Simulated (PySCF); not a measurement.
Correlation energy of P (phosphorus, neutral)

[Ne] 3s2 3p2 4s1, high-spin 4P determinant (an excited configuration). Calculation: PySCF 2.14, in aug-cc-pCVTZ-DK; scalar relativity by spin-free X2C-1e. Frozen: 1s2; 13 electrons correlated.

```
  level  correlation energy (mhartree)
   CCSD                        -384.96
    (T)                          -6.14
CCSD(T)                        -391.10
```

Diagnostics: T1 = 0.011, D1 = 0.0490, largest double amplitude 0.090.

The outer electron is Rydberg-like, and this basis confines it to a smaller radius and binds it less than a complete one would.

Cost of the coupled-cluster step: about 40 core-seconds, for 13 correlated electrons.

Iterations:

```
CC2 = 0
CCSD nocc = (np.int64(8), np.int64(5)), nmo = (74, 74)
frozen orbitals [[0], [0]]
max_cycle = 100
direct = 0
conv_tol = 1e-08
conv_tol_normt = 1e-06
diis_space = 8
diis_start_cycle = 0
Init t2, MP2 energy = -0.365077557523269
Init E_corr(UCCSD) = -0.365077557524477
cycle = 1  E_corr(UCCSD) = -0.378865273287035  dE = -0.0137877158  norm(t1,t2) = 0.0511007
cycle = 2  E_corr(UCCSD) = -0.382899765882815  dE = -0.0040344926  norm(t1,t2) = 0.0190948
cycle = 3  E_corr(UCCSD) = -0.384870677906947  dE = -0.00197091202  norm(t1,t2) = 0.00954293
cycle = 4  E_corr(UCCSD) = -0.384885660110123  dE = -1.49822032e-05  norm(t1,t2) = 0.00384058
cycle = 5  E_corr(UCCSD) = -0.384909788958723  dE = -2.41288486e-05  norm(t1,t2) = 0.00252066
cycle = 6  E_corr(UCCSD) = -0.384956927501016  dE = -4.71385423e-05  norm(t1,t2) = 0.00161943
cycle = 7  E_corr(UCCSD) = -0.384942292194268  dE = 1.46353067e-05  norm(t1,t2) = 0.00087192
cycle = 8  E_corr(UCCSD) = -0.384943420300156  dE = -1.12810589e-06  norm(t1,t2) = 0.000626065
cycle = 9  E_corr(UCCSD) = -0.384949297404259  dE = -5.8771041e-06  norm(t1,t2) = 0.000871253
cycle = 10  E_corr(UCCSD) = -0.384958138049519  dE = -8.84064526e-06  norm(t1,t2) = 0.00024304
cycle = 11  E_corr(UCCSD) = -0.384955422143052  dE = 2.71590647e-06  norm(t1,t2) = 8.03336e-05
cycle = 12  E_corr(UCCSD) = -0.384957150194983  dE = -1.72805193e-06  norm(t1,t2) = 2.58509e-05
cycle = 13  E_corr(UCCSD) = -0.384956910611223  dE = 2.3958376e-07  norm(t1,t2) = 9.42098e-06
cycle = 14  E_corr(UCCSD) = -0.384956781443524  dE = 1.29167698e-07  norm(t1,t2) = 2.75369e-06
cycle = 15  E_corr(UCCSD) = -0.384956705929276  dE = 7.55142481e-08  norm(t1,t2) = 9.75072e-07
cycle = 16  E_corr(UCCSD) = -0.384956694553847  dE = 1.13754294e-08  norm(t1,t2) = 3.61819e-07
cycle = 17  E_corr(UCCSD) = -0.384956691513653  dE = 3.04019343e-09  norm(t1,t2) = 1.18967e-07
UCCSD converged
E(UCCSD) = -341.6623335437532  E_corr = -0.3849566915136531
UCCSD(T) correction = -0.00614281074681542
```
